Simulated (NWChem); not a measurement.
Molecule: InSiH3OCl2; SMILES [SiH3][O][In]([Cl])[Cl]

```xyz
8

In     0.0047     0.4077    -0.0017
Cl    -1.1796     2.3998    -0.0156
Cl     2.3297     0.4097     0.0293
O     -1.0039    -1.2834    -0.0196
Si    -0.6804    -2.9123     0.0085
H      0.1639    -3.3192    -1.1587
H     -1.9785    -3.6452    -0.0523
H      0.0400    -3.3007     1.2619
```
Atoms are numbered in this order, from 1.

All runs: NWChem. STO-3G and 3-21G are far too small for this property and stand as cheap habits. Geometry: optimised at PBE0/def2-SVP (def2 core potentials past Kr). No frequency run checked for a minimum. Field at 589 nm.

Problem. Predict the results for B3LYP/STO-3G (all-electron, non-relativistic). Quantities: isotropic polarisability (bohr³); anisotropy (bohr³).

Solution. 
```
Property                          Result
--------------------------------  ------
isotropic polarisability (bohr³)    45.2
anisotropy (bohr³)                  35.8
```
